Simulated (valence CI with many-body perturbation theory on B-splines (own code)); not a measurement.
## E1 line list for Ni²²⁺

Computed by relativistic CI+MBPT: four valence electrons over a frozen Dirac-Fock core [He], a basis of 11 s, 11 p, 10 d, 8 f, 5 g, 2 h functions for each j, with the one-electron correlation potential Σ1 (screened to all orders), the two-electron term Σ2, the three-electron term Σ3, Breit, model QED; selected single and double excitations, second order for the rest, scaled by the run's own slope (own B-spline code, finite nucleus).

No measured levels were compared; by estimate levels of excited configurations hold to 0.05 to 0.15 % of their energy, terms of the ground configuration to about 0.5 %. Among the levels kept, up to 1100 cm⁻¹ of a level comes from second order outside the variational space, and about a tenth of that is noise between levels of different J, which matters for small intervals.

Lines 151 to 200 of 545 in falling wavelength, among levels below 1384.7 eV, chosen from the strongest by gf and those to the six lowest levels. Wavelengths and rates use the calculated energies, so an error of 600 cm⁻¹ moves a line at 11.99 nm by 0.072 % and its rate by three times that or more. Electric multipoles are in the length gauge, E1 and E2 with the static RPA response of the core. Weak lines are less certain than strong ones. Lines between different terms over intervals too small for the method are left out, as are lines whose strength nearly cancels. The highest levels of a list are the least certain.

Names give the largest LS component (configuration and term), which can be under half, so a name can repeat, a term be missing and a line seem to break the LS rules; names also repeat where a configuration has a term twice. Letters in brackets count levels of one name in rising energy.

| λ vac (nm) | Upper | Lower | A (s⁻¹) | S (a.u.) with core polarisation | S without |
| --- | --- | --- | --- | --- | --- |
| 11.99 | 2s2p²3d ³G_4 | 2s²2p3d ³F°_3 | 7.49e+09 | 5.73e-02 | 5.75e-02 |
| 11.98 | 2p³3d ⁵D°_3 | 2s2p²3d ⁵D_4 | 1.45e+10 | 8.60e-02 | 8.63e-02 |
| 11.89 | 2p³3p ³P_2 [a] | 2s2p²3p ³D°_3 [a] | 1.46e+10 | 6.05e-02 | 6.07e-02 |
| 11.89 | 2p³3p ⁵P_2 | 2s2p²3p ⁵P°_3 | 1.29e+10 | 5.37e-02 | 5.39e-02 |
| 11.86 | 2p³3d ³D°_2 | 2s2p²3d ³F_3 [a] | 1.27e+10 | 5.23e-02 | 5.25e-02 |
| 11.85 | 2s2p²3p ³F°_3 | 2s²2p3p ³D_2 | 1.06e+10 | 6.11e-02 | 6.13e-02 |
| 11.79 | 2p³3p ⁵P_3 | 2s2p²3p ⁵D°_4 | 2.13e+10 | 1.20e-01 | 1.21e-01 |
| 11.77 | 2p³3d ⁵D°_4 | 2s2p²3d ⁵F_5 | 2.19e+10 | 1.58e-01 | 1.59e-01 |
| 11.73 | 2s2p²3d ³F_3 [b] | 2s²2p3d ³F°_3 | 6.69e+09 | 3.74e-02 | 3.75e-02 |
| 11.61 | 2p³3s ³S°_1 | 2s2p²3s ³P_2 [a] | 2.58e+10 | 5.99e-02 | 6.01e-02 |
| 11.60 | 2s2p²3d ³G_3 | 2s²2p3d ³F°_2 | 9.39e+09 | 5.07e-02 | 5.09e-02 |
| 11.56 | 2s2p²3p ¹D°_2 [a] | 2s²2p3p ³P_1 [a] | 9.98e+09 | 3.80e-02 | 3.82e-02 |
| 11.55 | 2p³3s ⁵S°_2 | 2s2p²3s ⁵P_3 | 1.63e+10 | 6.20e-02 | 6.22e-02 |
| 11.51 | 2s2p²3s ³D_2 | 2s²2p3s ³P°_1 | 1.44e+10 | 5.41e-02 | 5.43e-02 |
| 11.45 | 2s2p²3p ³F°_2 | 2s²2p3p ³D_1 | 1.50e+10 | 5.56e-02 | 5.58e-02 |
| 11.31 | 2p³3d ⁵D°_2 | 2s2p²3d ⁵F_3 [b] | 1.31e+10 | 4.68e-02 | 4.69e-02 |
| 11.25 | 2s2p²3d ³F_2 [c] | 2s²2p3d ³F°_2 | 1.43e+10 | 5.04e-02 | 5.05e-02 |
| 11.25 | 2p⁴ ¹S_0 | 2s2p³ ¹P°_1 | 9.04e+10 | 6.35e-02 | 6.38e-02 |
| 11.18 | 2s2p³ ³D°_1 | 2s²2p² ³P_0 | 1.63e+10 | 3.37e-02 | 3.38e-02 |
| 11.18 | 2p⁴ ³P_1 | 2s2p³ ³P°_2 | 1.99e+10 | 4.11e-02 | 4.13e-02 |
| 11.11 | 2p³3d ⁵D°_3 | 2s2p²3d ⁵F_4 | 7.65e+09 | 3.63e-02 | 3.64e-02 |
| 11.03 | 2p³3d ⁵D°_4 | 2s2p²3d ⁵F_4 | 1.14e+10 | 6.82e-02 | 6.84e-02 |
| 10.97 | 2p³3p ⁵P_3 | 2s2p²3p ⁵D°_3 | 1.27e+10 | 5.80e-02 | 5.82e-02 |
| 10.96 | 2s2p²3p ³D°_1 [c] | 2s²2p3p ³D_1 | 2.26e+10 | 4.41e-02 | 4.42e-02 |
| 10.91 | 2s2p³ ³P°_1 | 2s²2p² ³P_2 | 2.33e+09 | 4.48e-03 | 4.49e-03 |
| 10.82 | 2p⁴ ³P_2 | 2s2p³ ³D°_3 | 3.06e+10 | 9.57e-02 | 9.60e-02 |
| 10.75 | 2p³3s ⁵S°_2 | 2s2p²3s ⁵P_2 | 1.49e+10 | 4.55e-02 | 4.57e-02 |
| 10.60 | 2s2p³ ³P°_2 | 2s²2p² ³P_2 | 2.73e+10 | 8.02e-02 | 8.05e-02 |
| 10.47 | 2s2p³ ³P°_0 | 2s²2p² ³P_1 | 2.71e+10 | 1.54e-02 | 1.54e-02 |
| 10.44 | 2s2p²3d ¹F_3 [b] | 2s²2p3d ¹F°_3 | 3.63e+10 | 1.43e-01 | 1.43e-01 |
| 10.42 | 2p³3d ⁵D°_3 | 2s2p²3d ⁵F_3 [a] | 9.76e+09 | 3.82e-02 | 3.83e-02 |
| 10.40 | 2s2p²3d ³D_3 [d] | 2s²2p3d ³D°_3 | 9.99e+09 | 3.88e-02 | 3.89e-02 |
| 10.39 | 2s2p²3d ³D_3 [c] | 2s²2p3d ³P°_2 [a] | 1.03e+10 | 3.98e-02 | 4.00e-02 |
| 10.36 | 2p⁴ ³P_2 | 2s2p³ ³D°_2 | 1.63e+10 | 4.47e-02 | 4.49e-02 |
| 10.35 | 2s2p²3d ³D_3 [e] | 2s²2p3d ³P°_2 [b] | 8.65e+09 | 3.31e-02 | 3.32e-02 |
| 10.34 | 2s2p²3d ³D_3 [c] | 2s²2p3d ³F°_3 | 1.66e+10 | 6.33e-02 | 6.36e-02 |
| 10.32 | 2s2p³ ³P°_1 | 2s²2p² ³P_1 | 2.28e+10 | 3.71e-02 | 3.73e-02 |
| 10.27 | 2p³3p ³D_1 [b] | 2s2p²3p ³F°_2 | 3.09e+10 | 4.97e-02 | 4.98e-02 |
| 10.22 | 2s2p²3s ³P_1 [b] | 2s²2p3s ³P°_1 | 3.42e+10 | 5.40e-02 | 5.42e-02 |
| 10.21 | 2s2p²3p ³D°_2 [c] | 2s²2p3p ³D_2 | 2.00e+10 | 5.27e-02 | 5.29e-02 |
| 10.21 | 2p³3p ⁵P_3 | 2s2p²3p ⁵D°_2 | 8.87e+09 | 3.26e-02 | 3.27e-02 |
| 10.20 | 2s2p³ ¹D°_2 | 2s²2p² ¹D_2 | 4.99e+10 | 1.31e-01 | 1.31e-01 |
| 10.20 | 2p³3s ³P°_1 | 2s2p²3s ³D_2 | 2.82e+10 | 4.43e-02 | 4.45e-02 |
| 10.19 | 2s2p²3p ¹D°_2 [b] | 2s²2p3p ¹D_2 | 2.90e+10 | 7.56e-02 | 7.59e-02 |
| 10.17 | 2p³3d ⁵D°_2 | 2s2p²3d ⁵F_2 | 1.20e+10 | 3.12e-02 | 3.13e-02 |
| 10.16 | 2s2p²3d ³D_3 [e] | 2s²2p3d ³D°_3 | 1.32e+10 | 4.79e-02 | 4.81e-02 |
| 10.16 | 2s2p²3p ³D°_2 [c] | 2s²2p3p ³P_1 [a] | 1.55e+10 | 4.00e-02 | 4.02e-02 |
| 10.12 | 2s2p²3d ³D_2 [c] | 2s²2p3d ³F°_3 | 4.48e+10 | 1.15e-01 | 1.15e-01 |
| 10.12 | 2s2p²3d ³F_4 [c] | 2s²2p3d ³F°_4 | 3.53e+10 | 1.63e-01 | 1.63e-01 |
| 10.12 | 2s2p²3p ³S°_1 [b] | 2s²2p3p ³P_2 | 3.17e+10 | 4.86e-02 | 4.88e-02 |
